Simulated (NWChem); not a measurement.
All runs are NWChem calculations. System: ClSi (+1), charge 1, spin multiplicity 1, at a geometry optimised with PBE/def2-SVP. The structure started from a generated list of species. Level: CR-CCSD(T)/def2-TZVP, 10 core orbitals frozen.

The NWChem input:

```
start mol
memory heap 100 mb stack 700 mb global 1900 mb
charge 1
geometry units angstroms nocenter noautoz
  Si     0.000000     0.000000     1.093417
  Cl     0.000000     0.000000    -0.900461
  symmetry group C2v
end
basis spherical
  * library def2-tzvp
end
scf
  rhf
  nopen 0
  maxiter 100
  thresh 1e-7
  semidirect memsize 60000000 filesize 0
end
tce
  freeze core 10
  cr-ccsd(t)
  2eorb
  2emet 13
  thresh 1e-6
  maxiter 100
  tilesize 24
end
task tce energy
```

NWChem printed:

```
             Northwest Computational Chemistry Package (NWChem) 7.3.0
             --------------------------------------------------------

                                NWChem Input Module
                                -------------------

 Scaling coordinates for geometry "geometry" by  1.889725989
 (inverse scale =  0.529177249)

 Turning off AUTOSYM since
 SYMMETRY directive was detected!

                             Geometry "geometry" -> ""
                             -------------------------

 Output coordinates in angstroms (scale by  1.889725989 to convert to a.u.)

  No.       Tag          Charge          X              Y              Z
 ---- ---------------- ---------- -------------- -------------- --------------
    1 Si                  14.0000     0.00000000     0.00000000     1.09341700
    2 Cl                  17.0000     0.00000000     0.00000000    -0.90046100

 Effective nuclear repulsion energy (a.u.)      63.1654420491

            Nuclear Dipole moment (a.u.)
            ----------------------------
        X                 Y               Z
 ---------------- ---------------- ----------------
     0.0000000000     0.0000000000     0.0000018897

      Symmetry information
      --------------------

 Group name             C2v
 Group number             16
 Group order               4
 No. of unique centers     2

      Symmetry unique atoms

     1    2


 Summary of "ao basis" -> "" (spherical)
 ------------------------------------------------------------------------------
       Tag                 Description            Shells   Functions and Types
 ---------------- ------------------------------  ------  ---------------------
 *                         def2-tzvp                  on all atoms

 Summary of "ao basis" -> "ao basis" (spherical)
 ------------------------------------------------------------------------------
       Tag                 Description            Shells   Functions and Types
 ---------------- ------------------------------  ------  ---------------------
 Si                        def2-tzvp                13       37   5s5p2d1f
 Cl                        def2-tzvp                13       37   5s5p2d1f

                                 NWChem SCF Module
                                 -----------------

  ao basis        = "ao basis"
  functions       =    74
  atoms           =     2
  closed shells   =    15
  open shells     =     0
  charge          =   1.00
  wavefunction    = RHF
  use symmetry    = T
  symmetry adapt  = T

 Summary of "ao basis" -> "ao basis" (spherical)
 ------------------------------------------------------------------------------
       Tag                 Description            Shells   Functions and Types
 ---------------- ------------------------------  ------  ---------------------
 Si                        def2-tzvp                13       37   5s5p2d1f
 Cl                        def2-tzvp                13       37   5s5p2d1f

      Symmetry analysis of basis
      --------------------------

        a1         32
        a2          6
        b1         18
        b2         18

 Forming initial guess at       0.1s

      Superposition of Atomic Density Guess
      -------------------------------------

 Sum of atomic energies:        -748.31309910

 Renormalizing density from      31.00 to     30

      Non-variational initial energy
      ------------------------------

 Total energy =    -733.225317
 1-e energy   =   -1123.854579
 2-e energy   =     327.463820
 HOMO         =      -0.719033
 LUMO         =      -0.374843

      Symmetry analysis of molecular orbitals - initial
      -------------------------------------------------

 !! scf_movecs_sym_adapt:   48 vectors were symmetry contaminated

  Symmetry fudging

 !! scf_movecs_sym_adapt:   38 vectors were symmetry contaminated

  Numbering of irreducible representations:

     1 a1          2 a2          3 b1          4 b2

  Orbital symmetries:

     1 a1          2 a1          3 a1          4 a1          5 b1
     6 b2          7 a1          8 a1          9 b2         10 b1
    11 a1         12 a1         13 b1         14 b2         15 a1
    16 b1         17 b2         18 a1         19 a1         20 b2
    21 b1         22 a1         23 a2         24 a1         25 a1

 Starting SCF solution at       0.7s

 ----------------------------------------------
         Quadratically convergent ROHF

 Convergence threshold     :          1.000E-07
 Maximum no. of iterations :          100
 Final Fock-matrix accuracy:          1.000E-09
 ----------------------------------------------

              iter       energy          gnorm     gmax       time
             ----- ------------------- --------- --------- --------
                 1     -747.9660310896  2.93D+00  7.73D-01      0.7
                 2     -748.1533385590  5.92D-01  1.58D-01      0.8
                 3     -748.1787400745  2.97D-01  8.56D-02      0.8
                 4     -748.1818984382  1.61D-02  4.74D-03      0.8
                 5     -748.1819273489  1.14D-04  3.13D-05      0.9
                 6     -748.1819273508  1.09D-08  3.12D-09      1.0

       Final RHF  results
       ------------------

         Total SCF energy =   -748.181927350766
      One-electron energy =  -1153.260968542184
      Two-electron energy =    341.913599142341
 Nuclear repulsion energy =     63.165442049076

        Time for solution =      0.3s

       Symmetry analysis of molecular orbitals - final
       -----------------------------------------------

  Numbering of irreducible representations:

     1 a1          2 a2          3 b1          4 b2

  Orbital symmetries:

     1 a1          2 a1          3 a1          4 a1          5 b2
     6 b1          7 a1          8 a1          9 b1         10 b2
    11 a1         12 a1         13 b1         14 b2         15 a1
    16 b1         17 b2         18 a1         19 a1         20 b2
    21 b1         22 a1         23 a2         24 a1         25 b2

             Final eigenvalues
             -----------------

              1
    1 -105.1014
    2  -69.1656
    3  -10.8292
    4   -8.2952
    5   -8.2943
    6   -8.2943
    7   -6.5038
    8   -4.6023
    9   -4.6022
   10   -4.6022
   11   -1.3661
   12   -0.9008
   13   -0.7339
   14   -0.7339
   15   -0.6917
   16   -0.2315
   17   -0.2315
   18   -0.0956
   19    0.0517
   20    0.0675
   21    0.0675
   22    0.0889
   23    0.0889
   24    0.0957
   25    0.1365

                       ROHF Final Molecular Orbital Analysis
                       -------------------------------------

 Vector   13  Occ=2.000000D+00  E=-7.339054D-01  Symmetry=b1
              MO Center= -3.4D-15,  6.4D-29, -7.0D-01, r^2= 1.3D+00
   Bfn.  Coefficient  Atom+Function         Bfn.  Coefficient  Atom+Function
  ----- ------------  ---------------      ----- ------------  ---------------
    52      0.539659  2 Cl px                55      0.281537  2 Cl px
    49      0.237650  2 Cl px                43     -0.191431  2 Cl px

 Vector   14  Occ=2.000000D+00  E=-7.339054D-01  Symmetry=b2
              MO Center=  5.4D-29, -2.7D-15, -7.0D-01, r^2= 1.3D+00
   Bfn.  Coefficient  Atom+Function         Bfn.  Coefficient  Atom+Function
  ----- ------------  ---------------      ----- ------------  ---------------
    53      0.539659  2 Cl py                56      0.281537  2 Cl py
    50      0.237650  2 Cl py                44     -0.191431  2 Cl py

 Vector   15  Occ=2.000000D+00  E=-6.917135D-01  Symmetry=a1
              MO Center= -1.5D-14, -1.3D-14,  8.3D-01, r^2= 2.6D+00
   Bfn.  Coefficient  Atom+Function         Bfn.  Coefficient  Atom+Function
  ----- ------------  ---------------      ----- ------------  ---------------
     4      0.523272  1 Si s                  5      0.343386  1 Si s
    54     -0.336994  2 Cl pz                17      0.311075  1 Si pz
     3     -0.273272  1 Si s                 57     -0.173152  2 Cl pz
    51     -0.152731  2 Cl pz

 Vector   16  Occ=0.000000D+00  E=-2.315462D-01  Symmetry=b1
              MO Center=  6.1D-14, -1.6D-29,  1.0D+00, r^2= 3.0D+00
   Bfn.  Coefficient  Atom+Function         Bfn.  Coefficient  Atom+Function
  ----- ------------  ---------------      ----- ------------  ---------------
    18      0.523690  1 Si px                15      0.505349  1 Si px
    55     -0.244261  2 Cl px                52     -0.166704  2 Cl px

 Vector   17  Occ=0.000000D+00  E=-2.315462D-01  Symmetry=b2
              MO Center= -1.3D-29,  5.1D-14,  1.0D+00, r^2= 3.0D+00
   Bfn.  Coefficient  Atom+Function         Bfn.  Coefficient  Atom+Function
  ----- ------------  ---------------      ----- ------------  ---------------
    19      0.523690  1 Si py                16      0.505349  1 Si py
    56     -0.244261  2 Cl py                53     -0.166704  2 Cl py

 Vector   18  Occ=0.000000D+00  E=-9.557741D-02  Symmetry=a1
              MO Center=  1.6D-13,  1.3D-13,  1.1D+00, r^2= 4.6D+00
   Bfn.  Coefficient  Atom+Function         Bfn.  Coefficient  Atom+Function
  ----- ------------  ---------------      ----- ------------  ---------------
    20      0.970687  1 Si pz                42      0.715283  2 Cl s
     5     -0.559518  1 Si s                 57      0.408759  2 Cl pz
    17      0.299389  1 Si pz                54      0.199679  2 Cl pz

 center of mass
 --------------
 x =   0.00000000 y =   0.00000000 z =  -0.02694833

 moments of inertia (a.u.)
 ------------------
         220.652890698659           0.000000000000           0.000000000000
           0.000000000000         220.652890698659           0.000000000000
           0.000000000000           0.000000000000           0.000000000000

  Mulliken analysis of the total density
  --------------------------------------

    Atom       Charge   Shell Charges
 -----------   ------   -------------------------------------------------------
    1 Si  14    13.00   2.00  0.60  1.37  1.32  0.56  4.09  1.75  0.34  0.64  0.11  0.07  0.12  0.03
    2 Cl  17    17.00   2.01  0.45  1.52  1.12  0.84  4.18  1.69  1.05  2.88  1.22  0.01  0.04  0.00

       Multipole analysis of the density wrt the origin
       ------------------------------------------------

     L   x y z        total         open         nuclear
     -   - - -        -----         ----         -------
     0   0 0 0      1.000000      0.000000     31.000000

     1   1 0 0      0.000000      0.000000      0.000000
     1   0 1 0      0.000000      0.000000      0.000000
     1   0 0 1      1.548955      0.000000      0.000002

     2   2 0 0    -15.097045      0.000000      0.000000
     2   1 1 0     -0.000000      0.000000      0.000000
     2   1 0 1     -0.000000      0.000000      0.000000
     2   0 2 0    -15.097045      0.000000      0.000000
     2   0 1 1     -0.000000      0.000000      0.000000
     2   0 0 2    -11.288704      0.000000    108.995884

                   NWChem Extensible Many-Electron Theory Module
                   ---------------------------------------------


            General Information
            -------------------
      Number of processors :     1
         Wavefunction type : Restricted Hartree-Fock
          No. of electrons :    30
           Alpha electrons :    15
            Beta electrons :    15
           No. of orbitals :   148
            Alpha orbitals :    74
             Beta orbitals :    74
        Alpha frozen cores :    10
         Beta frozen cores :    10
     Alpha frozen virtuals :     0
      Beta frozen virtuals :     0
         Spin multiplicity : singlet
    Number of AO functions :    74
       Number of AO shells :    26
        Use of symmetry is : on
      Symmetry adaption is : on
         Schwarz screening : 0.10D-09

          Correlation Information
          -----------------------
          Calculation type : Coupled-cluster singles & doubles w/ perturbation
   Perturbative correction : Completely renormalized (T)
            Max iterations :      100
        Residual threshold : 0.10D-05
     T(0) DIIS level shift : 0.00D+00
     L(0) DIIS level shift : 0.00D+00
     T(1) DIIS level shift : 0.00D+00
     L(1) DIIS level shift : 0.00D+00
     T(R) DIIS level shift : 0.00D+00
     T(I) DIIS level shift : 0.00D+00
   CC-T/L Amplitude update :  5-th order DIIS
                I/O scheme : Global Array Library
        L-threshold :  0.10D-05
        EOM-threshold :  0.10D-05
 no EOMCCSD initial starts read in
 TCE RESTART OPTIONS
 SLICE:      F
 D4D5:       F
 quantumc:   F
 qrotation:  F
 pwtce:      F
 qducc:      F
 nacto:                         0
 nrotv:                         0
 nrot:                          0

            Memory Information
            ------------------
          Available GA space size is     249031324 doubles
          Available MA space size is     104853028 doubles

 Maximum block size supplied by input
 Maximum block size        24 doubles

 tile_dim =     23

 -------------------------------------------------

 Global array virtual files algorithm will be used

 Parallel file system coherency ......... OK

 4-electron integrals stored in orbital form

 v2    file size   =          1338615
 4-index algorithm nr.  13 is used
 imaxsize =       30
 imaxsize ichop =        0


CCSD iterations
 ---------------------------------------------------------
 Iter          Residuum       Correlation     Cpu    Wall
 ---------------------------------------------------------
    1   0.1324362805996  -0.2528719084070     0.4     0.4
    2   0.0383322294352  -0.2716683027542     0.3     0.3
    3   0.0150665594814  -0.2778081603194     0.3     0.3
    4   0.0069274008923  -0.2794754840943     0.3     0.3
    5   0.0032662941404  -0.2802267319128     0.3     0.3
    6   0.0008251300392  -0.2807059359876     0.3     0.3
    7   0.0004114641156  -0.2807475795697     0.3     0.3
    8   0.0001983912388  -0.2807590060327     0.3     0.3
    9   0.0001278486723  -0.2807591262280     0.3     0.3
   10   0.0000678454269  -0.2807636257192     0.3     0.3
   11   0.0000151430278  -0.2807663709480     0.3     0.3
   12   0.0000079511142  -0.2807671585657     0.3     0.3
   13   0.0000041839064  -0.2807674363836     0.3     0.3
   14   0.0000027388880  -0.2807674097501     0.3     0.3
   15   0.0000015692248  -0.2807674428310     0.3     0.3
   16   0.0000002997169  -0.2807674287101     0.3     0.3
 -----------------------------------------------------------------
 Iterations converged
 CCSD correlation energy / hartree =        -0.280767428710121
 CCSD total energy / hartree       =      -748.462694779476351

 Singles contributions

 Doubles contributions
 CR-CCSD(T)

 CR-CCSD[T]  correction energy / hartree =        -0.011363057431314
 CR-CCSD[T] correlation energy / hartree =        -0.292130486141434
 CR-CCSD[T] total energy / hartree       =      -748.474057836907718
 CR-CCSD(T)  correction energy / hartree =        -0.010987188249975
 CR-CCSD(T) correlation energy / hartree =        -0.291754616960096
 CR-CCSD(T) total energy / hartree       =      -748.473681967726293

 Task  times  cpu:       21.3s     wall:       21.3s

 Total times  cpu:       21.4s     wall:       21.4s
```
